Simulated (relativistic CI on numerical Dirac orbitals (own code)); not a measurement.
**Crystal-field levels of Tc⁵⁺, 4d2**

Calculated by Dirac-Coulomb-Breit CI, separate exchange-only KLI orbitals for each configuration, model QED, one configuration in a parametric crystal field, unscaled Slater integrals (own radial code). With so little scaling, terms lie 10 to 35 % too far apart, which can change the order of excited levels.

Field parameters in Wybourne normalisation: D4h B²₀ = −7Ds, B⁴₀ = 21(Dq − Dt), B⁴₄ = 21√(5/14) Dq. The field is a parameter set, without covalency.

S is read from ⟨S²⟩ = S(S + 1).

Levels (cm⁻¹, degeneracy): 0 (1), 113 (2), 5813 (1), 5877 (1), 6747 (2), 7411 (1), 7493 (1), 14072 (1), 14229 (1), 20568 (2), 20595 (1), 39031 (1).

Question: Which field gives this pattern?
A. D4h, 10Dq = 36200, Ds = 2280, Dt = 920 cm⁻¹
B. D4h, 10Dq = 15200, Ds = 470, Dt = 690 cm⁻¹
C. D4h, 10Dq = 42800, Ds = 1020, Dt = -710 cm⁻¹

Answer: C. D4h, 10Dq = 42800, Ds = 1020, Dt = -710 cm⁻¹, ground level with S = 1.00.
